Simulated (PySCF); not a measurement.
All values below come from PBE-D3(BJ)/def2-TZVP // PBE0-D4/def2-SVP (PySCF 2.14.0). Isolated molecules, 0 K electronic values unless said otherwise. One relaxed conformer stands for a flexible species; it need not be the lowest. Excitations are Tamm–Dancoff values on a coarser integration grid. The basis has no diffuse functions, so Rydberg states are missing or too high.

Reference species (SMILES): `Bc1cc2c(scc2B)cc1` (neutral, multiplicity 1).

```
Item                                            Value
-------------------------------------------  --------
LUMO                                         -3.13 eV
S1 oscillator strength                          0.076
brightest of the four lowest singlets (TDA)   4.33 eV
```

After one change: the LUMO decreases by 0.06 eV; the S1 oscillator strength falls by 0.028; the brightest of the four lowest singlets (TDA) falls by 0.71 eV.

Question: Name the change that produced these shifts. The new species is one of these.
A) `Bc1csc2c(B)cccc12`
B) `Bc1ccc2cc(B)sc2c1`
C) `Bc1ccc2sc(B)cc2c1`
D) `Bc1cc2cccc(B)c2s1`

Answer: A, `Bc1csc2c(B)cccc12`
